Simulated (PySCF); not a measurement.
Dipole moment and polarisability of `FC(F)(F)C1=[CH][GeH2][CH]=C1`

C5H5F3Ge.
Geometry (PBE0-D3(BJ)/def2-SVP, Å), atoms numbered from 1 in this order:
```
atom  x, y, z in Å
F1     2.6553    1.2374    0.0698
C2     2.0770    0.1041   -0.3240
F3     2.6837   -0.9058    0.3110
F4     2.3299   -0.0501   -1.6299
C5     0.5988    0.0893   -0.0641
C6    -0.0691    1.1151    0.4949
Ge7   -1.9408    0.5842    0.5987
C8    -1.4871   -1.1222   -0.2159
C9    -0.1626   -1.1220   -0.4527
H10    0.4296    2.0329    0.8091
H11   -2.4682    0.4879    2.0396
H12   -2.8796    1.4632   -0.2433
H13   -2.1309   -1.9646   -0.4742
H14    0.3679   -1.9623   -0.9127
```

Level: B3LYP/def2-SVPD (PySCF), static field, nuclei fixed, core orbitals frozen in the response. The polarisability tensor in these axes (au):

```
x   106.83  -4.52  -9.16
y    -4.52  85.93   9.33
z    -9.16   9.33  71.90
```

Problem. What are the eigenvalues, a third of the trace, and Δα (Δα² = ½Σ(αi − αj)² over the three pairs)?

Solution. Principal values 66.23, 87.47 and 110.95 au; mean 88.22 au = 13.07 Å³ = 14.55 × 10⁻⁴⁰ C²·m²/J; Δα = 38.74 au (44 % of the mean).

Problem. What is the dipole moment, and where does it point?

Solution. (-2.46, -0.01, 0.43) D, 2.49 D in size, pointing from the negative to the positive side. Measured along this direction, the outermost atoms are F1, F3 and F4 at the negative end and H12 and H11 at the positive end.

Problem. Find the Langevin capture rate constant for H3+ (3.023 u) meeting this molecule (195.956 u), k = 2.342 × 10⁻⁹ cm³/s × √(α in Å³ / reduced mass in u).

Solution. The reduced mass is 2.98 u, so k = 4.91 × 10⁻⁹ cm³/s. The formula leaves out the permanent dipole, which adds to the capture rate.

Problem. Rayleigh depolarisation ratio (linearly polarised light, static tensor)?

Solution. ρ = 3Δα²/(45ᾱ² + 4Δα²) = 4502.4/(350200 + 6003.3) = 0.0126.

Problem. Estimate the molar refractivity from the static electronic polarisability.

Solution. Lorentz–Lorenz: R = (4π/3)N_A α = 2.5225 cm³/(mol·Å³) × 13.07 Å³ = 33.0 cm³/mol, in the limit of long wavelengths.

Problem. Orientational against electronic polarisability at 273 K (dilute gas, rigid molecules)?

Solution. In Gaussian units μ²/3kT = 55.01 Å³ against 13.07 Å³, a ratio of 4.21; the Debye molar polarisation (4π/3)N_A(α + μ²/3kT) is 171.7 cm³/mol, leaving out the vibrational part.

Problem. Form Σ f/ω² (atomic units) for the 10 lowest TDDFT singlets, given as eV and f, and set it beside the mean polarisability, which is this sum over all singlets: 4.50, 0.0524; 5.49, 0.0001; 5.92, 0.0053; 6.20, 0.0509; 6.30, 0.0041; 6.42, 0.0014; 6.99, 0.0012; 7.11, 0.1648; 7.32, 0.0017; 7.58, 0.0060.

Solution. They add up to 5.65 au, 6.4 % of the 88.22 au; the largest single term is 2.41 au, from the state at 7.11 eV. Terms in order: 1.92, 0.00, 0.11, 0.98, 0.08, 0.03, 0.02, 2.41, 0.02, 0.08 au. Higher excitations give the rest. The strengths listed sum to 0.288.

Isolated species at its PBE0-D3(BJ)/def2-SVP geometry, gas phase. The calculation is non-relativistic, for germanium too.

The run behind these numbers computed excited states and ΔSCF ions as well. Time: 3.5 min (with the writing of density and orbital grids); peak memory 1.3 GiB. Hardware: one thread of an Arm Neoverse V2, shared host.
